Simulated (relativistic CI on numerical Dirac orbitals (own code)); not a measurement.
Calculated at this level of theory: Dirac-Coulomb-Breit CI, orbitals from a KLI potential per configuration, model QED, unscaled Slater integrals (own radial code, finite nucleus).

Configuration list (outside the closed core [Ar] 3d10): 4s2.4p4, 4s.4p5, 4p6, 4s2.4p3.4d, 4s.4p4.4d, 4s2.4p3.4f, 4s.4p4.4f, 4p5.4d, 4s2.4p3.5s, 4s.4p3.4d2, 4s2.4p3.5p, 4s2.4p2.4d.4f, 4p5.5s, 4p5.4f, 4s2.4p3.5d, 4s.4p4.5s, 4s.4p3.4d.5s, 4s.4p4.5p, 4s2.4p3.6s, 4s2.4p2.4f.5s, 4s2.4p3.5f, 4s2.4p3.6p, 4s2.4p3.5g, 4s.4p4.5d, 4s2.4p3.6d, 4p4.4d.4f, 4s.4p3.5s2, 4s2.4p3.7s, 4s2.4p2.4d2, 4s2.4p.4d3, 4s.4p2.4d3, 4s2.4p.4d2.4f, 4s.4p2.4d2.4f, 4s2.4p.4d2.5s, 4p4.4d2, 4p3.4d3, 4p3.4d2.4f, 4p3.4d2.5s, 4s2.4p2.4f2, 4s2.4p.4d.4f2, 4s.4p2.4d.4f2, 4s2.4p.4f3, 4s.4p2.4f3, 4s2.4p.4f2.5s. Double excitations out of closed p, d and f shells are left out; levels of such configurations are missing from the list, as are those of other unlisted configurations, and high levels can miss mixing partners. These lack a partner that the ground configuration has and come out too high: 4s2.4p3.5p, 4s2.4p3.5d, 4s.4p4.5s, 4s.4p4.5p, 4s2.4p3.6s.

At this charge energies of transitions that change n are usually good to better than 1 %, and those within a shell (Δn = 0) to a few per cent.

Outline of the computed level scheme of Ru XI. Lowest level of each configuration: 4s2.4p4 3P_2 at 0.0000 eV; 4s.4p5 3P°_2 at 33.6816 eV; 4s2.4p3.4d 5D°_0 at 46.8947 eV.

Some strong electric-dipole decays among the lowest 45 levels: 4s2.4p3.4d 3P°_0 → 4s2.4p4 3P_1 (2.2e+11 s⁻¹); 4s2.4p3.4d 3D°_3 → 4s2.4p4 3P_2 (2.1e+11 s⁻¹); 4s2.4p3.4d 3P°_2 → 4s2.4p4 3P_2 (1.5e+11 s⁻¹); 4s2.4p3.4d 3D°_2 → 4s2.4p4 3P_1 (1.5e+11 s⁻¹); 4s2.4p3.4d 3P°_1 → 4s2.4p4 3P_2 (1.4e+11 s⁻¹); 4s2.4p3.4d 1D°_2 → 4s2.4p4 1D_2 (1.4e+11 s⁻¹); 4s2.4p3.4d 3D°_1 → 4s2.4p4 3P_1 (1.2e+11 s⁻¹); 4s2.4p3.4d 3D°_1 → 4s2.4p4 3P_0 (1.1e+11 s⁻¹).

LS names give the leading component of a level, which can be under half, so a name can repeat, a term be missing and a line seem to break the LS rules.
